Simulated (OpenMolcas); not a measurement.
# Sn3+: effect of correlating more closed shells

```yaml
Program: OpenMolcas
Basis: ANO-RCC-VTZP [7s6p4d2f1g]
Scalar_Hamiltonian: DKH2, point nucleus
Active_space: 1 electron in 4 orbitals (5s 5p)
State_averaging: 2S+1 = 2 even, 1 root; 2S+1 = 2 odd, 3 roots
Spin-orbit_coupling: RASSI with atomic mean-field integrals over the reference wave functions, term energies averaged over their components
```

Methods on the same reference wave functions:
A. CASSCF
B. SS-CASPT2, IPEA 0.25 Eh, imaginary shift 0.1 Eh (closed shells correlated: 4d)
C. SS-CASPT2, IPEA 0.25 Eh, imaginary shift 0.1 Eh (closed shells correlated: 4s 4p 4d)

Energies in cm-1 above 5s 2S 1/2, the measured ground level; measured values from Moore, Atomic Energy Levels, vol. III, NSRDS-NBS 35 (1971 reprint of NBS Circular 467, 1958).

```tsv
Level	A	B	C	Measured
5s 2S 1/2	0.0	0.0	0.0	0.0
5p 2P* 1/2	67964	71332	71975	69564
5p 2P* 3/2	73301	76669	77311	76072
```

Deviations, from unrounded energies. A percentage is the sum of absolute deviations over the sum of measured energies, with the sign that they share, or ± where signs differ.

```json
{"Against measurement": "mean absolute deviation (cm-1)", "Levels": "2", "A": "2200", "B": "1200", "C": "1800"}
{"Against measurement": "other configurations (%)", "Levels": "2", "A": "-3.0", "B": "+1.6", "C": "+2.5"}
```

B lies closest to measurement on these levels and A furthest from it. The largest miss of B in the table is 5p 2P* 1/2, by +1800 cm-1. The ranking rests on the paired levels alone, and a cruder setting can come out closer through cancelling errors.

Between B and C the level of the table that moves most is 5p 2P* 1/2, by 640 cm-1 (lowest in B, highest in C).

The lowest spin-free term lies below A's lowest term by 0.376 hartree in B, 0.561 hartree in C.

What an inner shell adds also hangs on whether the basis holds functions to correlate it.

With one active electron the reference holds no correlation, so core polarisation is missing (holds for A). With one active electron, CASPT2 adds the correlation within the correlated inactive shells and between them and that electron, and leaves the splitting within a term as the reference gives it (holds for B; C). Measured partners are found by configuration, term and J. A level has none where our copy of the source lacks it or the pairing is in doubt (some pairs that miss far off the trend of their configuration count as doubtful), and it then counts in no deviation. Only configurations of the active space appear.

* marks odd parity.
